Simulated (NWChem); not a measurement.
Everything below was run with NWChem. System: Br, charge 0, spin multiplicity 2. Its SCF solution wasn't tested for a lower state. Level: UBP86/def2-TZVPD.

Input file:

```
start mol
memory heap 200 mb stack 900 mb global 1100 mb
geometry units angstroms nocenter noautoz
  Br     0.000000     0.000000     0.000000
  symmetry group D2h
end
basis spherical
  * library def2-tzvpd
end
dft
  xc becke88 perdew86
  odft
  mult 2
  semidirect memsize 60000000 filesize 0
  iterations 100
end
task dft energy
```

Output (cleaned and shortened):

```
             Northwest Computational Chemistry Package (NWChem) 7.3.0
             --------------------------------------------------------

                                NWChem Input Module
                                -------------------

 Scaling coordinates for geometry "geometry" by  1.889725989
 (inverse scale =  0.529177249)

                             Geometry "geometry" -> ""
                             -------------------------

 Output coordinates in angstroms (scale by  1.889725989 to convert to a.u.)

  No.       Tag          Charge          X              Y              Z
 ---- ---------------- ---------- -------------- -------------- --------------
    1 Br                  35.0000     0.00000000     0.00000000     0.00000000

 Effective nuclear repulsion energy (a.u.)       0.0000000000

            Nuclear Dipole moment (a.u.)
            ----------------------------
        X                 Y               Z
 ---------------- ---------------- ----------------
     0.0000000000     0.0000000000     0.0000000000

      Symmetry information
      --------------------

 Group name             D2h
 Group number             26
 Group order               8
 No. of unique centers     1

      Symmetry unique atoms

     1


 Summary of "ao basis" -> "" (spherical)
 ------------------------------------------------------------------------------
       Tag                 Description            Shells   Functions and Types
 ---------------- ------------------------------  ------  ---------------------
 *                         def2-tzvpd                 on all atoms

  perdew86 is a nonlocal functional; adding perdew81 local functional.

                                 NWChem DFT Module
                                 -----------------

 Summary of "ao basis" -> "ao basis" (spherical)
 ------------------------------------------------------------------------------
       Tag                 Description            Shells   Functions and Types
 ---------------- ------------------------------  ------  ---------------------
 Br                        def2-tzvpd               19       57   7s6p5d1f

 Summary of "ao basis" -> "ao basis" (spherical)
 ------------------------------------------------------------------------------
       Tag                 Description            Shells   Functions and Types
 ---------------- ------------------------------  ------  ---------------------
 Br                        def2-tzvpd               19       57   7s6p5d1f

      Symmetry analysis of basis
      --------------------------

        ag         17
        au          1
        b1g         5
        b1u         8
        b2g         5
        b2u         8
        b3g         5
        b3u         8

            General Information
            -------------------
          SCF calculation type: DFT
          Wavefunction type:  spin polarized.
          No. of atoms     :     1
          No. of electrons :    35
           Alpha electrons :    18
            Beta electrons :    17
          Charge           :     0
          Spin multiplicity:     2
          Use of symmetry is: on ; symmetry adaption is: on
          Maximum number of iterations: 100
          AO basis - number of functions:    57
                     number of shells:    19
          Convergence on energy requested:  1.00D-06
          Convergence on density requested:  1.00D-05
          Convergence on gradient requested:  5.00D-04

              XC Information
              --------------
                    Becke 1988 Exchange Functional  1.000
                Perdew 1981 Correlation Functional  1.000 local
                Perdew 1986 Correlation Functional  1.000 non-local

             Grid Information
             ----------------
          Grid used for XC integration:  medium
          Radial quadrature: Mura-Knowles
          Angular quadrature: Lebedev.
          Tag              B.-S. Rad. Rad. Pts. Rad. Cut. Ang. Pts.
          ---              ---------- --------- --------- ---------
          Br                  1.15      112          10.0       590
          Grid pruning is: on
          Number of quadrature shells:   112
          Spatial weights used:  Erf1

          Convergence Information
          -----------------------
          Convergence aids based upon iterative change in
          total energy or number of iterations.
          Levelshifting, if invoked, occurs when the
          HOMO/LUMO gap drops below (HL_TOL):  1.00D-02
          DIIS, if invoked, will attempt to extrapolate
          using up to (NFOCK): 10 stored Fock matrices.

                    Damping( 0%)  Levelshifting(0.5)       DIIS
                  --------------- ------------------- ---------------
          dE  on:    start            ASAP                start
          dE off:    2 iters        100 iters           100 iters

      Screening Tolerance Information
      -------------------------------
          Density screening/tol_rho:  1.00D-10
          AO Gaussian exp screening on grid/accAOfunc:  14
          CD Gaussian exp screening on grid/accCDfunc:  20
          XC Gaussian exp screening on grid/accXCfunc:  20
          Schwarz screening/accCoul:  1.00D-08

      Superposition of Atomic Density Guess
      -------------------------------------

 Sum of atomic energies:       -2572.39932693

      Non-variational initial energy
      ------------------------------

 Total energy =   -2572.219494
 1-e energy   =   -3581.878791
 2-e energy   =    1009.659297
 HOMO         =      -0.388345
 LUMO         =       0.079545
[...]
 d= 0,ls=0.0,diis     1  -2574.3660411996 -2.57D+03  3.04D-03  1.53D-01     1.3
                                                     1.60D-02  1.40D-01
 d= 0,ls=0.5,diis     2  -2574.3708732153 -4.83D-03  1.32D-03  3.84D-02     1.3
                                                     8.10D-04  1.12D-02
 d= 0,ls=0.5,diis     3  -2574.3804144619 -9.54D-03  6.56D-04  4.27D-03     1.3
                                                     2.71D-04  3.37D-04
 d= 0,ls=0.5,diis     4  -2574.3819234195 -1.51D-03  2.54D-04  6.16D-04     1.4
                                                     1.39D-04  3.95D-04
 d= 0,ls=0.5,diis     5  -2574.3821153087 -1.92D-04  1.12D-04  5.78D-05     1.4
                                                     4.24D-05  1.57D-05
  Resetting Diis
 d= 0,ls=0.5,diis     6  -2574.3821515717 -3.63D-05  5.56D-05  9.86D-06     1.5
                                                     1.90D-05  1.25D-06
 d= 0,ls=0.5,diis     7  -2574.3821594808 -7.91D-06  2.70D-05  2.33D-06     1.5
                                                     9.22D-06  3.15D-07

 !! scf_movecs_sym_adapt:    4 vectors were symmetry contaminated

  Symmetry fudging

 !! scf_movecs_sym_adapt:    2 vectors were symmetry contaminated

 d= 0,ls=0.5,diis     8  -2574.3821616483 -2.17D-06  1.62D-05  7.54D-07     1.6
                                                     7.30D-06  1.32D-07

 !! scf_movecs_sym_adapt:    2 vectors were symmetry contaminated

  Symmetry fudging

 !! scf_movecs_sym_adapt:    2 vectors were symmetry contaminated

 d= 0,ls=0.5,diis     9  -2574.3821623372 -6.89D-07  9.30D-06  3.54D-07     1.6
                                                     3.76D-06  1.37D-07

         Total DFT energy =    -2574.382162589026
      One electron energy =    -3580.807858231549
           Coulomb energy =     1097.955410140256
    Exchange-Corr. energy =      -91.529714497733
 Nuclear repulsion energy =        0.000000000000

 Numeric. integr. density =       35.000000000241

     Total iterative time =      1.0s

                  Occupations of the irreducible representations
                  ----------------------------------------------

                     irrep           alpha         beta
                     --------     --------     --------
                     ag                6.0          6.0
                     au                0.0          0.0
                     b1g               1.0          1.0
                     b1u               3.0          2.0
                     b2g               1.0          1.0
                     b2u               3.0          3.0
                     b3g               1.0          1.0
                     b3u               3.0          3.0

                    DFT Final Alpha Molecular Orbital Analysis
                    ------------------------------------------

 Vector   16  Occ=1.000000D+00  E=-3.380359D-01  Symmetry=b1u
              MO Center= -2.6D-16, -2.7D-16,  1.9D-15, r^2= 1.4D+00
   Bfn.  Coefficient  Atom+Function         Bfn.  Coefficient  Atom+Function
  ----- ------------  ---------------      ----- ------------  ---------------
    19      0.561634  1 Br pz                13     -0.375557  1 Br pz
    16      0.342687  1 Br pz                22      0.268486  1 Br pz
    10      0.114547  1 Br pz

 Vector   17  Occ=1.000000D+00  E=-2.913778D-01  Symmetry=b3u
              MO Center=  1.2D-16,  6.8D-16,  6.2D-17, r^2= 1.5D+00
   Bfn.  Coefficient  Atom+Function         Bfn.  Coefficient  Atom+Function
  ----- ------------  ---------------      ----- ------------  ---------------
    17      0.532462  1 Br px                11     -0.368675  1 Br px
    14      0.339887  1 Br px                20      0.303089  1 Br px
     8      0.112374  1 Br px

 Vector   18  Occ=1.000000D+00  E=-2.913752D-01  Symmetry=b2u
              MO Center=  6.6D-17, -6.5D-17,  1.9D-17, r^2= 1.5D+00
   Bfn.  Coefficient  Atom+Function         Bfn.  Coefficient  Atom+Function
  ----- ------------  ---------------      ----- ------------  ---------------
    18      0.532331  1 Br py                12     -0.368615  1 Br py
    15      0.339827  1 Br py                21      0.303095  1 Br py
     9      0.112356  1 Br py

 Vector   19  Occ=0.000000D+00  E= 1.740036D-02  Symmetry=ag
              MO Center=  4.8D-18, -8.5D-18, -5.0D-16, r^2= 6.2D+00
   Bfn.  Coefficient  Atom+Function         Bfn.  Coefficient  Atom+Function
  ----- ------------  ---------------      ----- ------------  ---------------
     7      1.554939  1 Br s                  6     -0.961603  1 Br s
     5     -0.226798  1 Br s                  4      0.137720  1 Br s
     3      0.121078  1 Br s                  2     -0.046074  1 Br s
    48      0.042926  1 Br d  0

 Vector   20  Occ=0.000000D+00  E= 3.203730D-02  Symmetry=b1u
              MO Center=  1.9D-14,  5.9D-15,  9.7D-16, r^2= 1.4D+01
   Bfn.  Coefficient  Atom+Function         Bfn.  Coefficient  Atom+Function
  ----- ------------  ---------------      ----- ------------  ---------------
    25      1.131332  1 Br pz                22     -0.244962  1 Br pz
    16     -0.124849  1 Br pz                19     -0.122067  1 Br pz
    13      0.103431  1 Br pz                10     -0.030861  1 Br pz

 Vector   21  Occ=0.000000D+00  E= 3.625800D-02  Symmetry=b2u
              MO Center=  3.4D-14, -2.3D-16,  1.6D-14, r^2= 1.4D+01
   Bfn.  Coefficient  Atom+Function         Bfn.  Coefficient  Atom+Function
  ----- ------------  ---------------      ----- ------------  ---------------
    24      1.148188  1 Br py                21     -0.290374  1 Br py
    15     -0.126283  1 Br py                18     -0.110795  1 Br py
    12      0.104979  1 Br py                 9     -0.031358  1 Br py

                     DFT Final Beta Molecular Orbital Analysis
                     -----------------------------------------

 Vector   15  Occ=1.000000D+00  E=-6.999209D-01  Symmetry=ag
              MO Center=  2.1D-18, -1.3D-18,  2.0D-17, r^2= 9.4D-01
   Bfn.  Coefficient  Atom+Function         Bfn.  Coefficient  Atom+Function
  ----- ------------  ---------------      ----- ------------  ---------------
     5      0.725357  1 Br s                  6      0.525486  1 Br s
     4     -0.417417  1 Br s                  3     -0.310855  1 Br s
     2      0.142279  1 Br s                  1     -0.044913  1 Br s

 Vector   16  Occ=1.000000D+00  E=-2.790138D-01  Symmetry=b3u
              MO Center= -3.9D-18, -3.3D-17,  2.2D-17, r^2= 1.5D+00
   Bfn.  Coefficient  Atom+Function         Bfn.  Coefficient  Atom+Function
  ----- ------------  ---------------      ----- ------------  ---------------
    17      0.523330  1 Br px                11     -0.367077  1 Br px
    14      0.340084  1 Br px                20      0.312382  1 Br px
     8      0.111859  1 Br px

 Vector   17  Occ=1.000000D+00  E=-2.790113D-01  Symmetry=b2u
              MO Center= -1.5D-15, -9.7D-17,  1.3D-15, r^2= 1.5D+00
   Bfn.  Coefficient  Atom+Function         Bfn.  Coefficient  Atom+Function
  ----- ------------  ---------------      ----- ------------  ---------------
    18      0.523342  1 Br py                12     -0.367080  1 Br py
    15      0.340088  1 Br py                21      0.312354  1 Br py
     9      0.111860  1 Br py

 Vector   18  Occ=0.000000D+00  E=-2.725731D-01  Symmetry=b1u
              MO Center= -5.7D-19,  7.7D-19, -6.2D-18, r^2= 1.5D+00
   Bfn.  Coefficient  Atom+Function         Bfn.  Coefficient  Atom+Function
  ----- ------------  ---------------      ----- ------------  ---------------
    19      0.519016  1 Br pz                13     -0.369835  1 Br pz
    16      0.347092  1 Br pz                22      0.310811  1 Br pz
    10      0.112636  1 Br pz

 Vector   19  Occ=0.000000D+00  E= 2.496407D-02  Symmetry=ag
              MO Center= -3.2D-16,  1.4D-16, -6.8D-15, r^2= 6.3D+00
   Bfn.  Coefficient  Atom+Function         Bfn.  Coefficient  Atom+Function
  ----- ------------  ---------------      ----- ------------  ---------------
     7      1.569311  1 Br s                  6     -0.999250  1 Br s
     5     -0.196573  1 Br s                  4      0.127762  1 Br s
     3      0.122102  1 Br s                  2     -0.044693  1 Br s
    48     -0.033050  1 Br d  0

 Vector   20  Occ=0.000000D+00  E= 3.687470D-02  Symmetry=b2u
              MO Center= -6.1D-18,  3.8D-18,  6.9D-18, r^2= 1.4D+01
   Bfn.  Coefficient  Atom+Function         Bfn.  Coefficient  Atom+Function
  ----- ------------  ---------------      ----- ------------  ---------------
    24      1.153026  1 Br py                21     -0.304011  1 Br py
    15     -0.127317  1 Br py                18     -0.106876  1 Br py
    12      0.105663  1 Br py                 9     -0.031569  1 Br py

   alpha - beta orbital overlaps
   -----------------------------

   alpha      1      2      3      4      5      6      7      8      9     10
    beta      1      2      3      5      4      6      7      8      9     10
 overlap   1.000  1.000  1.000  1.000  1.000  1.000  1.000  1.000  1.000  1.000

   alpha     11     12     13     14     15     16     17     18     19     20
    beta     11     12     14     13     15     18     16     17     19     22
 overlap   1.000  1.000  1.000  1.000  0.999  0.999  1.000  1.000  0.996  0.999

   alpha     21     22     23     24     25     26     27     28     29     30
    beta     20     21     27     25     26     23     24     30     29     28
 overlap   1.000  1.000  0.993  0.999  0.999  1.000  1.000  0.999  1.000  1.000

   alpha     31     32     33     34     35     36     37     38     39     40
    beta     35     34     33     32     31     36     41     48     39     40
 overlap   0.996  0.999  0.999  1.000  1.000  0.999  1.000  0.997  1.000  1.000

   alpha     41     42     43     44     45     46     47     48     49     50
    beta     46     47     43     42     38     37     45     44     51     49
 overlap   0.999  0.999  1.000  1.000  1.000  1.000  1.000  1.000  0.997  1.000

   alpha     51     52     53     54     55     56     57
    beta     50     54     52     53     56     55     57
 overlap   1.000  1.000  1.000  1.000  1.000  1.000  1.000

     --------------------------
     Expectation value of S2:
     --------------------------
      <S2> =      0.7520 (Exact =     0.7500)

 Task  times  cpu:        1.6s     wall:        1.6s

 Total times  cpu:        1.7s     wall:        1.7s
```
